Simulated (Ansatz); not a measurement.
Input for Ansatz (a quantum-chemistry and plane-wave program): R-CCSD(T)/def2-TZVPPD on GeHI (SMILES [GeH][I]), atoms moved off the minimum. Elements past Kr take the def2 small-core potentials; no spin–orbit coupling. Files ending in .json are basis or fitting sets from the Basis Set Exchange. The run froze 23 orbitals, filled d shells among them.

Ansatz 0.2 input:
```yaml
crystal:
  periodic: [false, false, false]
  atoms:
    - {symbol: Ge, position_ang: [-0.89424430, -0.85877544, 0.98753507]}
    - {symbol: H, position_ang: [-1.97856245, -1.38668022, -0.03529445]}
    - {symbol: I, position_ang: [0.43823864, 0.35189311, -0.79628562]}
basis:
  gaussian:
    orbitals: def2-TZVPPD.json
magnetization: {spin_polarized: false}
correlation: {method: ccsd_t, electrons: outside_noble_gas}
scf: {lower_state_search: off}
output: {forces: true}
```

Problem. Give the final energy of this run.

Solution. -2372.8998 hartree (reference determinant -2372.6265, T1 diagnostic 0.018).

Problem. How many basis functions does it have, and what does it roughly cost on one machine?

Solution. 130 functions; around 40 core-seconds (rough).
